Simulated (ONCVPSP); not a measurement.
**Potentials for strontium compared**

Generated with ld1.x 7.5 (TM, RRKJ, ultrasoft, PAW), atompaw 4.2 or ONCVPSP 4.0.1. The cutoff is in Ry: for ld1.x and atompaw files where the sum of valence levels is converged to 10 mRy in a Bessel basis, for ONCV files where the hardest occupied wave has 1 mHa per electron of residual kinetic energy. The error is the largest all-electron minus pseudo excitation energy over each file’s own four to seven test configurations (ionisations up to +4, promotions, holes and added fractions of an electron), all of which were solved. The labels leave out finer settings (local radius, basis sizes, second energies), which also bear on the numbers. Spin-polarised tests are not counted. The rows are a selection from randomly drawn settings: files with unsolved tests, undetermined cutoffs or missed reference levels are left out.

A true bound ghost makes a file unfit for plane-wave use even where its test errors are small: the radial tests pick states by their node count and pass the ghost by.

| potential | cutoff (Ry) | largest error (meV) | bound ghosts |
| --- | --- | --- | --- |
| ONCV, LDA (Perdew-Wang 92), scalar-relativistic, rc 2.30/1.85/2.15/1.85 (spdf), local smoothed, core correction yes, reference 4s2 4p6 5s2, qcut 5/7.5/5/5.7, projectors 3/3/1/3 | 32 | -4.0 | none |
| ONCV, BLYP, scalar-relativistic, rc 2.00/1.85/2.10 (spd), local smoothed, core correction yes, reference 4s2 4p6 5s2, qcut 6.8/7/4.9, projectors 2/2/2 | 30 | -6.3 | d |
| ONCV, Wu-Cohen, scalar-relativistic, rc 2.00/2.40/2.20 (spd), local smoothed, core correction no, reference 4s2 4p6 5s2, qcut 7.2/4.8/3.7, projectors 2/2/2 | 31 | -0.9 | none |
| ONCV, BLYP, scalar-relativistic, rc 2.20/2.15/2.15 (spd), local d, core correction no, reference 4s2 4p6 5s2, qcut 5.3/8.2/4.6, projectors 2/2/0 | 27 | -1.6 | none |

Q: Fill in the row for Sr: ONCV, PBE, non-relativistic, rc 2.55/2.50/2.30 (spd), local smoothed, core correction yes, reference 4s2 4p6 5s2, qcut 6.1/5.2/4.6, projectors 2/1/2.

A: cutoff 19 Ry, largest error -23 meV, bound ghosts: none.

Q: Fill in the row for Sr: ONCV, PBE, fully relativistic, rc 2.35/1.55/2.55 (spd), local smoothed, core correction yes, reference 4s2 4p6 5s2, qcut 4.8/4.6/4.2, projectors 3/1/3.

A: cutoff 75 Ry, largest error -2.6 meV, bound ghosts: none.

Q: Fill in the row for Sr: ONCV, PBEsol, scalar-relativistic, rc 2.25/1.50/2.05 (spd), local smoothed, core correction yes, reference 4s2 4p6 5s2, qcut 4/4.7/4.9, projectors 2/1/2.

A: cutoff 91 Ry, largest error -7.5 meV, bound ghosts: none.
